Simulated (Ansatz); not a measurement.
C2H7GeNO can be A, `C=C(N)[O][GeH3]`, or B, `C[N]1[CH2][GeH]1[OH]`.

Computed with Ansatz on PBE0-D4/def2-TZVP structures; ΔE is electronic, products minus reactants. CCSD(T)/CBS is the MP2 limit (def2-TZVPP, def2-QZVPP) plus CCSD(T) − MP2 in def2-TZVPP, frozen cores. DFT in def2-TZVPP. B3LYP here is the variant with VWN-RPA as its local correlation; programs differ in this. For Ge outer-core shells are correlated without core-valence functions, which leaves a few kJ/mol of doubt a bond. Scalar relativity is left out up to krypton. One conformer a species, not always the lowest.

Question: Which isomer does CCSD(T)/CBS put lower? Give the gap. (Best estimate.)

Answer: The calculation gave: A, by 52.3 kJ/mol.

Question: Give E(B) − E(A) in kJ/mol with PBE0-D4, B3LYP-D4, B3LYP, CCSD/def2-TZVPP, PBE-D4, ωB97M-V, B2PLYP. (Best estimate.)

Answer: The calculation gave: PBE0-D4 61.8, B3LYP-D4 76.6, B3LYP 75.4, CCSD/def2-TZVPP 62.5, PBE-D4 59.1, ωB97M-V 68.1, B2PLYP 65.6. None reverses the order clearly.

Largest T1 diagnostic: 0.012.

In def2-TZVPP, CCSD(T) changes the Hartree–Fock value by −42.1 kJ/mol (the triples alone add −3.8 kJ/mol) and MP2 by −54.9 kJ/mol.
